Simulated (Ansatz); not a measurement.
`[F][Sc]([F])[F]` + HCl → `[F][Sc]([F])[Cl]` + H–F at 500 K and 1 bar (ligand exchange at the Sc–F bond).

Program: Ansatz. Geometries: PBE0-D4/def2-TZVP. ΔE: electronic, gas phase. CCSD(T)/CBS adds triple-zeta CCSD(T) − MP2 to the extrapolated MP2 energy (def2 sets, frozen cores). This one scheme is used for every species. For Sc outer-core shells are correlated without core-valence functions, which leaves a few kJ/mol of doubt a bond. Scalar relativity is left out up to krypton.

| species | CCSD(T)/CBS energy (Eh) | H − E (kJ/mol) | S (J/(mol·K)) |
| --- | --- | --- | --- |
| `[F][Sc]([F])[F]` | -1059.81008 | 45.7 | 337.5 |
| HCl | -460.38127 | 32.5 | 201.9 |
| `[F][Sc]([F])[Cl]` | -1419.79433 | 44.9 | 359.5 |
| H–F | -100.39570 | 39.4 | 188.7 |

H − E and S are ideal-gas, rigid-rotor, harmonic terms from PBE0-D4/def2-TZVP. 1 Eh = 2625.50 kJ/mol, R = 8.31446 J/(mol·K).

Problem. By hand: ΔE, ΔH, ΔS and ΔG.

Solution. ΔE = (-1419.79433) + (-100.39570) − (-1059.81008) − (-460.38127) = 0.00132 Eh = 3.5 kJ/mol. Δ(H − E) = 44.9 + 39.4 − 45.7 − 32.5 = 6.1, so ΔH = 9.6 kJ/mol. ΔS = 359.5 + 188.7 − 337.5 − 201.9 = 8.8 J/(mol·K). ΔG = 9.6 − 500 × (8.8)/1000 = 5.2 kJ/mol.

Problem. By hand: the equilibrium constant, and the temperature at which ΔG would vanish if ΔH and ΔS stayed fixed.

Solution. log₁₀ K = −ΔG/(RT ln 10) = -0.5. ΔG = 0 at ΔH/ΔS = 1091 K, though so small a ΔH makes that figure unsure.

TΔS isn't small against ΔH here. The sign of ΔG lies within the doubt. A doubt of 5 kJ/mol in ΔE shifts log₁₀ K by 0.5 here. These are equilibria of isolated gas molecules and say nothing of rates. Largest T1 diagnostic: 0.017 (customary marks: 0.02 for closed shells, 0.045 for open ones).
